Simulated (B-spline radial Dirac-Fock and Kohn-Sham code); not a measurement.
# Satellites and hypersatellites of the K lines of Zn²⁺

System: Zn²⁺, configuration [Ar] 3d10, inside a Watson sphere of charge -2 and radius 1.6 Å (a model of the Madelung potential; inside it an electron's potential energy is raised by 18.0 eV).

Model: Dirac-Fock (average of configuration) total-energy differences with a finite nucleus, the Breit interaction including its frequency dependence, and self-energy and vacuum-polarisation corrections. Program: a radial finite-basis atomic code. Each two-hole energy is an average over J within one jj subconfiguration, not an observable level; in light atoms, where LS coupling holds, the j-resolved values are not observed lines, and for a K spectator the Kα1 hypersatellite is nearly forbidden. Correlation and solid-state effects are left out.

Lines without a spectator: Kα2 (K-L2) 8615.1 eV, Kα1 (K-L3) 8638.5 eV, Kβ3 (K-M2) 9566.9 eV, Kβ1 (K-M3) 9570.0 eV. Shifts in eV with one spectator hole (a dash: not computed, or left out as unreliable):

```csv
spectator hole,Kα2,Kα1,Kβ3,Kβ1
K (1s),+319.0,+322.3,+397.6,+398.1
L2 (2p1/2),+30.8,+37.7,–,+81.7
L3 (2p3/2),+34.4,+33.1,+78.2,–
M2 (3p1/2),–,+2.91,+5.30,+7.13
M3 (3p3/2),+2.60,–,+6.59,+6.12
M4 (3d3/2),-0.04,-0.94,–,–
M5 (3d5/2),-1.03,-0.44,–,–
```

With n spectator holes in 2p, averaged over the 2p shell (energies in eV):

```csv
n,KαLⁿ,step,hypersatellite KαʰLⁿ
0,8630.7,–,8951.9
1,8665.2,+34.5,8987.6
2,8700.7,+35.5,9024.2
3,8737.2,+36.5,9061.9
4,8774.8,+37.6,9100.6
5,8813.4,+38.6,9140.5
```
